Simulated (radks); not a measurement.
Values are calculated unless marked as measured or tabulated.
Spherical jellium clusters: N electrons in a uniform positive sphere of charge N and radius rs N^(1/3), rs = 5.13 bohr. Level of theory: non-relativistic Kohn-Sham, PBEsol, spin-polarised, spherical densities (a radial shooting solver with Libxc functionals). Levels are named by radial order and angular momentum (1s, 1p, 1d, 2s, ...), and open shells are averaged over m.

N = 5, configuration 1s2 1p(up 3, down 0). This is the lowest configuration that the search found. Occupied levels:

level,occupation,eigenvalue (eV),<r> (bohr)
1s up,1,-3.4614,6.150
1s down,1,-2.9337,5.646
1p up,3,-2.5295,7.297

Energy (eV): total -8.35250, kinetic 6.0850, external -91.595, Hartree 45.308, exchange-correlation -14.681, background 46.530.
